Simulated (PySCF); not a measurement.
## Atomic charges against the basis set

Species: C5H11NO.
Cartesian coordinates in Å at the PBE0-D3(BJ)/def2-SVP level; atoms count from 1:
```xyz
18
C5H11NO angstrom
C     -2.9491    0.1207    0.5219
C     -1.6852   -0.3558   -0.1764
C     -0.4141    0.2294    0.4221
C      0.8480   -0.2464   -0.2724
C      2.1129    0.3653    0.3068
N      3.2705   -0.0809   -0.2534
O      2.1008    1.1897    1.1965
H     -2.9437   -0.1576    1.5878
H     -3.8534   -0.3129    0.0686
H     -3.0427    1.2172    0.4712
H     -1.7353   -0.0986   -1.2496
H     -1.6352   -1.4588   -0.1382
H     -0.3494   -0.0206    1.4940
H     -0.4482    1.3304    0.3866
H      0.9319   -1.3466   -0.2169
H      0.8130   -0.0061   -1.3504
H      3.2861   -0.7621   -0.9972
H      4.1439    0.2999    0.0848
```

PBE0 throughout (PySCF), one geometry, spherical d and f functions. One conformer (not necessarily the lowest) at the PBE0-D3(BJ)/def2-SVP geometry, without solvent, vibrations or thermal averaging. The first 7 of 13 kinds of atom are listed.

Mulliken charges (e):

| basis | functions | C1 | C2 | C3 | C4 | C5 | N6 | O7 |
| --- | --- | --- | --- | --- | --- | --- | --- | --- |
| STO-3G | 46 | -0.231 | -0.138 | -0.138 | -0.165 | +0.227 | -0.414 | -0.253 |
| pcSseg-0 | 85 | -0.625 | -0.518 | -0.456 | -0.556 | +0.624 | -0.761 | -0.524 |
| 6-31G | 85 | -0.491 | -0.319 | -0.288 | -0.418 | +0.544 | -0.796 | -0.460 |
| 6-31G* | 120 | -0.524 | -0.321 | -0.305 | -0.454 | +0.599 | -0.815 | -0.479 |
| cc-pVDZ | 153 | -0.070 | -0.108 | -0.060 | -0.101 | +0.139 | -0.126 | -0.274 |
| def2-SVP | 153 | -0.062 | -0.095 | -0.076 | -0.104 | +0.117 | -0.148 | -0.270 |
| pcSseg-1 | 174 | -0.267 | -0.277 | -0.231 | -0.302 | +0.424 | -0.416 | -0.426 |
| 6-311+G(2d,p) | 255 | -0.703 | -0.107 | -0.097 | -0.356 | +0.475 | -0.524 | -0.506 |
| aug-cc-pVDZ | 260 | +0.442 | +0.710 | +0.468 | +0.514 | +0.613 | -0.070 | -0.600 |
| def2-TZVP | 283 | -0.360 | -0.152 | -0.236 | -0.222 | +0.261 | -0.434 | -0.354 |

IAO charges (e):

```csv
basis,functions,C1,C2,C3,C4,C5,N6,O7
STO-3G,46,-0.391,-0.253,-0.250,-0.295,+0.227,-0.411,-0.264
pcSseg-0,85,-0.420,-0.260,-0.258,-0.323,+0.393,-0.485,-0.462
6-31G,85,-0.428,-0.252,-0.253,-0.316,+0.402,-0.515,-0.472
6-31G*,120,-0.408,-0.240,-0.241,-0.307,+0.445,-0.516,-0.492
cc-pVDZ,153,-0.407,-0.238,-0.241,-0.307,+0.441,-0.513,-0.488
def2-SVP,153,-0.397,-0.234,-0.236,-0.303,+0.437,-0.502,-0.489
pcSseg-1,174,-0.407,-0.241,-0.242,-0.308,+0.446,-0.516,-0.499
"6-311+G(2d,p)",255,-0.420,-0.246,-0.249,-0.314,+0.454,-0.535,-0.510
aug-cc-pVDZ,260,-0.418,-0.245,-0.248,-0.312,+0.453,-0.534,-0.509
def2-TZVP,283,-0.421,-0.247,-0.249,-0.315,+0.457,-0.533,-0.509
```

Task: Which scheme is steadiest as the basis changes?

Result: Largest range over the bases for any column: IAO 0.25 e, Mulliken 1.23 e. IAO charges move least and Mulliken charges most, counted in e. Without the minimal STO-3G basis the ranges are IAO 0.06, Mulliken 1.23 e.

Task: How much do the charges still move between the two largest bases, aug-cc-pVDZ and def2-TZVP?

Result: At most, over all atoms: Mulliken 0.862 e, IAO 0.004 e.

Task: What do the same runs give for the total energy, the frontier levels and the dipole moment?

Result: 
```csv
basis,energy (Eh),HOMO (eV),LUMO (eV),μ (D)
STO-3G,-322.6618,-3.56,4.51,2.69
pcSseg-0,-326.0152,-7.21,1.00,3.78
6-31G,-326.6780,-7.02,1.08,3.79
6-31G*,-326.7652,-6.94,1.28,3.57
cc-pVDZ,-326.7938,-6.98,1.20,3.52
def2-SVP,-326.5405,-7.09,1.11,3.62
pcSseg-1,-326.7390,-7.28,0.89,3.70
"6-311+G(2d,p)",-326.8740,-7.35,0.01,3.69
aug-cc-pVDZ,-326.8192,-7.32,-0.31,3.64
def2-TZVP,-326.8992,-7.29,0.80,3.67
```

The dipole is fixed by the density alone, so its range of 1.10 D shows that the density itself changes with the basis, not only its division among atoms.
